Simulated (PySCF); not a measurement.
BeHF, SMILES [BeH][F]. Atoms are numbered in the order given.

```xyz
3

Be     0.0000     0.0000     0.7861
H      0.0000     0.0000     2.1149
F      0.0000     0.0000    -0.5844
```

Coordinates come from a PBE0-D3(BJ)/def2-TZVPD optimisation.

Vertical ionisation energy (IE) and electron affinity (EA) in eV. Rows of orbital energies are one-electron estimates. Where ΔSCF, EOM or ADC give a negative EA the extra electron is unbound and the value depends on the basis.

```
level                                           IE    EA
--------------------------------------------  ----  ----
−ε(HOMO), −ε(LUMO), PBE0/def2-TZVPD (PySCF)   9.69  0.19
−ε(HOMO), −ε(LUMO), ωB97X/def2-TZVPD (PySCF)   [?]   [?]
```

**Question.** What belongs in the gaps? (An estimate is asked for; the answer gives what the named calculation found.)

**Answer.** 
- −ε(HOMO), −ε(LUMO), ωB97X/def2-TZVPD (PySCF), IE: 12.29
- −ε(HOMO), −ε(LUMO), ωB97X/def2-TZVPD (PySCF), EA: -1.38
